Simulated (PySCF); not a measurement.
A small calculation by hand: refractive index and permittivity of the vapour

RuF6, SMILES [F][Ru]([F])([F])([F])([F])[F] (connectivity only; charge and spin as stated), neutral, multiplicity 3.

Geometry optimised at PBE-D3(BJ)/def2-SVP. The multiplicity is an assumed one; other spin states were not compared. The isomer is the one that the SMILES or the coordinates give; other isomers of the formula were not compared. The def2 effective core potentials stand for the cores of Ru; spin–orbit coupling is left out.

PySCF with B3LYP/def2-TZVP gives a mean static polarisability of 52.7 bohr³ and a dipole moment of 0.00 D. Take an ideal gas at 298.15 K and 0.01 bar, whether or not the substance is that volatile.

Q: Work out n − 1 in the optical limit and the static ε − 1.

A: 
Polarisability volume α' = 52.7 × 0.148185 = 7.81 Å³. Number density N = p/kT = 2.43e-7 Å⁻³.
Dilute limit of Lorentz–Lorenz: n − 1 = 2π N α' = 1.2e-5.
Orientation term of Debye: μ²/(3kT) = 8.098 Å³ × μ²(D²) = 0.00 Å³.
ε − 1 = 4π N (α' + μ²/3kT) = 2.4e-5. With no permanent dipole, ε equals n² in this model. Vibrational polarisation and dispersion are left out.
